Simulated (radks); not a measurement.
The numbers below are computed, except where a source is named.
Question: Cl13+, 4 electrons, occupied as 1s1 2s2 2p(1/2: 1, 3/2: 0) (not the ground configuration). Level of theory: Dirac Kohn-Sham, relativistic LDA (MacDonald-Vosko exchange, VWN5 correlation), spin-unpolarised, spherical densities, finite nucleus; Fermi nuclear charge, rms radius 3.3654 fm (a radial shooting solver on a logarithmic mesh with Libxc functionals). Some entries of the table are withheld. Estimate them.

orbital  occ.  eigenvalue (eV)  <r^2> (bohr^2)  <r> (bohr)
1s1/2       1              (1)         0.01063     0.08907
2s1/2       2              (2)          0.1666         (3)
2p1/2       1        -714.7117             (4)         (5)
2p3/2       0        -711.7661             (6)         (7)

Answer: 
(1) 1s1/2 eigenvalue (eV): -3514.578
(2) 2s1/2 eigenvalue (eV): -742.7097
(3) 2s1/2 <r> (bohr): 0.3773
(4) 2p1/2 <r^2> (bohr^2): 0.1250
(5) 2p1/2 <r> (bohr): 0.3215
(6) 2p3/2 <r^2> (bohr^2): 0.1262
(7) 2p3/2 <r> (bohr): 0.3231
